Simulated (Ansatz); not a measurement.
```yaml
crystal:
  periodic: [false, false, false]
  atoms:
    - {symbol: C, position_ang: [0.080564, 0.761435, -0.385148]}
    - {symbol: Ga, position_ang: [0.170838, -0.174862, 0.541759]}
    - {symbol: F, position_ang: [0.640724, 0.147398, 1.358476]}
    - {symbol: Te, position_ang: [-0.413868, -1.828828, 0.553136]}
    - {symbol: H, position_ang: [-0.262308, 1.361688, -0.196840]}
    - {symbol: H, position_ang: [-0.207076, 0.478702, -0.919685]}
    - {symbol: H, position_ang: [0.684199, 0.857426, -0.535621]}
    - {symbol: H, position_ang: [-0.849090, -1.496453, -0.366809]}
basis:
  gaussian: {orbitals: def2-TZVP, final_grid: {core_spheres: 8, valence_spheres: 7, degree: 23}}
hamiltonian: {xc: {name: PBE0}, dispersion: d3bj}
```

```sh
$ ansatz run in.yaml --threads 4 --pin off --events-out ev --progress --plain --max-ram 10444MiB
```

Output, abridged:

```
Functional definition: PBE0
1363 factors; their error is unknown
mean field evaluation 1: about -63365.1974 eV, gradient 1.2e2 eV
mean field evaluation 2: about -63336.4108 eV, gradient 1.6e2 eV
mean field evaluation 4: about -63386.7891 eV, gradient 2.2e1 eV
mean field evaluation 8: about -63387.1341 eV, gradient 2.6e-1 eV
mean field evaluation 16: about -63387.4496 eV, gradient 3.2e-4 eV
mean field -63387.44962858 eV, -2329.4458082939 hartree, gradient 4.7e-5 eV, S^2 0.000000; 0 other end points of the search recorded, 0 dependent functions left out
reference -63387.44965629 eV, -2329.4458093123 hartree; 37, 37 occupied and 147, 147 virtual orbitals, 1363 factors
Total energy: -63387.63620638 eV, -2329.4526649014 hartree
```

In this input the geometry is squeezed to about two thirds of its size. The calculation finished and met its thresholds. The result belongs to that input, not to the molecule as meant.
